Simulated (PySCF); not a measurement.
The dipole of `C=Cc1cn[nH]c1C1CC1` from its density and from atomic charges.

Coordinates (GFN2-xTB, Å) and charges (e) from the PBE0/pcSseg-1 density (PySCF):

| atom | x | y | z | Mulliken | IAO | Hirshfeld | ESP-fitted |
| --- | --- | --- | --- | --- | --- | --- | --- |
| C1 | 3.126 | -1.124 | -0.152 | -0.1166 | -0.3292 | -0.1123 | -0.4704 |
| C2 | 1.811 | -0.990 | -0.036 | -0.1299 | -0.1369 | -0.0513 | -0.1356 |
| C3 | 1.129 | 0.241 | 0.292 | -0.5008 | -0.0978 | -0.0546 | -0.0595 |
| C4 | 1.671 | 1.513 | 0.583 | +0.2086 | -0.0720 | -0.0279 | +0.2043 |
| N5 | 0.725 | 2.393 | 0.823 | -0.2234 | -0.2454 | -0.1615 | -0.6025 |
| N6 | -0.426 | 1.732 | 0.694 | -0.3221 | -0.1182 | -0.0188 | +0.2436 |
| C7 | -0.249 | 0.430 | 0.380 | +0.4254 | +0.0597 | +0.0395 | -0.1490 |
| C8 | -1.345 | -0.527 | 0.176 | -0.2449 | -0.1520 | -0.0399 | -0.0939 |
| C9 | -1.993 | -0.649 | -1.181 | -0.1691 | -0.2840 | -0.0830 | -0.1208 |
| C10 | -2.759 | -0.072 | -0.034 | -0.1800 | -0.2898 | -0.0856 | -0.4922 |
| H11 | 3.799 | -0.298 | -0.004 | +0.1147 | +0.1427 | +0.0427 | +0.1823 |
| H12 | 3.576 | -2.069 | -0.403 | +0.1109 | +0.1516 | +0.0439 | +0.1945 |
| H13 | 1.164 | -1.843 | -0.198 | +0.0845 | +0.1440 | +0.0437 | +0.1524 |
| H14 | 2.700 | 1.806 | 0.624 | +0.0768 | +0.1622 | +0.0575 | +0.1212 |
| H15 | -1.297 | 2.212 | 0.858 | +0.1896 | +0.2965 | +0.1519 | +0.2397 |
| H16 | -1.206 | -1.456 | 0.719 | +0.1446 | +0.1597 | +0.0535 | +0.1739 |
| H17 | -2.250 | -1.635 | -1.536 | +0.1337 | +0.1536 | +0.0521 | +0.1016 |
| H18 | -1.660 | 0.021 | -1.959 | +0.1389 | +0.1570 | +0.0502 | +0.1251 |
| H19 | -3.550 | -0.660 | 0.406 | +0.1355 | +0.1576 | +0.0533 | +0.2015 |
| H20 | -2.972 | 0.986 | -0.052 | +0.1236 | +0.1406 | +0.0467 | +0.1836 |

Question: What dipole does each set of charges give (1 e·Å = 4.803 D), and what does the density give?

Answer: The full density gives (-2.59, -1.53, -0.48) D, 3.05 D in size; dipole vectors point from the negative to the positive end.

```
    scheme     μx     μy     μz  size (D)  share of the full size (%)  angle to the full dipole (°)
  Mulliken  -2.14  -2.20  -1.26      3.32                         109                            20
       IAO  -2.65  -1.09  -0.31      2.88                          94                             9
 Hirshfeld  -2.31  -0.46  -0.15      2.36                          77                            20
ESP-fitted  -2.62  -1.54  -0.45      3.07                         101                             1
```

Question: Which set comes closest?

Answer: Length of the difference vector: ESP-fitted 0.04 D, IAO 0.48 D, Mulliken 1.12 D, Hirshfeld 1.16 D. Closest: ESP-fitted. ESP charges are fitted to the potential around the molecule, whose slowest-falling term is the dipole's. The schemes that divide the density aren't constrained to reproduce the dipole.

Question: What is left for the Hirshfeld atoms' own dipoles?

Answer: The Hirshfeld atoms' densities add up to the full density, so μ = Σ q r + Σ (atomic dipoles). The atomic dipoles sum to (-2.59, -1.53, -0.48) − (-2.31, -0.46, -0.15) = (-0.28, -1.07, -0.33) D, 1.16 D in size.

Question: With the origin at the mean of the coordinates, (0.000, 0.001, 0.000) Å, which are the largest single terms, by size, of the Hirshfeld dipole along the direction of the full one?

Answer: N5 +1.51, C1 +1.12, C10 -0.98, H14 -0.91, C9 -0.88 D; all 20 atoms together +2.22 D. The single terms depend on the origin, their sum doesn't.

Question: Give the size of the full dipole in other units.

Answer: 3.05 D = 1.200 au = 0.635 e·Å = 10.17 × 10⁻³⁰ C·m.

Geometry: GFN2-xTB, one conformer, isolated molecule. GFN2-xTB frequencies show an imaginary mode (33i cm⁻¹), so this geometry is no minimum at that level.

Shape of the structure used: `[CH2:1]=[CH:2][c:3]1[cH:4][n:5][nH:6][c:7]1[CH:8]1[CH2:9][CH2:10]1`: C1–C2–C3–C4 -2°, N6–C7–C8–C9 86°.
